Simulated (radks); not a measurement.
Spin polarisation of the 5d6 shell in the iridium ion Ir3+. Start: [Xe] 4f14 5d(up 3, down 3); electrons of 5d are moved from spin down to spin up, other shells keep equal spins. All-electron calculation, scalar-relativistic Kohn-Sham, r2SCAN, spin-polarised, spherical densities, finite nucleus; meta-GGA in the generalised Kohn-Sham scheme; Fermi nuclear charge, rms radius of each element as measured or else 0.836 A^(1/3) + 0.57 fm. Program: a radial shooting solver on a logarithmic mesh with Libxc functionals.

moment (Bohr magnetons)  E - E(0) (eV)  e(5d up) (eV)  e(5d down) (eV)  5p down minus up (eV)  4f down minus up (eV)
0                                0.000        -36.945          -36.945                  0.000                  0.000
1                               -0.236        -37.397          -36.450                  0.804                  0.143
2                               -0.949        -37.812          -35.904                  1.615                  0.284
3                               -2.147        -38.191          -35.297                  2.438                  0.425
4                               -3.849        -38.536          -34.611                  3.277                  0.564

At moment 4 the spin-polarisation energy is -3.849 eV and the 5d exchange splitting 3.925 eV, that is 0.981 eV per Bohr magneton; E = -I m^2/4 would give I = 0.962 eV.
